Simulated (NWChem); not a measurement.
# CH5AlFN; SMILES [CH3][Al]([NH2])[F]

```xyz
9

Al     0.0290     0.0341     0.0000
F      1.5863     0.6422     0.0000
C     -0.2566    -1.8846     0.0000
H     -1.3244    -2.1537     0.0000
H      0.2084    -2.3506     0.8843
H      0.2084    -2.3506    -0.8843
N     -1.2623     1.2380     0.0000
H     -2.2544     1.0319     0.0000
H     -1.1167     2.2414     0.0000
```
Atoms are numbered in this order, from 1.

The geometry was optimised at PBE0/def2-SVP.

Symmetry labels are those of Cs in the frame above (b1 and b2, or b-type labels, depend on it). States above −ε(HOMO) = 6.2 eV lie in this functional's continuum and hang on the basis.

**Question.** List the 4 lowest vertical singlet excitations from PBE/def2-SVPD, TDA (NWChem).

**Answer.** 
| state | energy (eV) | oscillator strength | symmetry | leading excitation (squared amplitude) |
|---|---|---|---|---|
| S1 | 5.25 | 0.054 | a" | HOMO → LUMO (0.99) |
| S2 | 6.46 | 0.026 | a' | HOMO−1 → LUMO (0.53) |
| S3 | 6.73 | 0.254 | a' | HOMO → LUMO+1 (0.49) |
| S4 | 6.84 | 0.014 | a" | HOMO → LUMO+2 (0.99) |
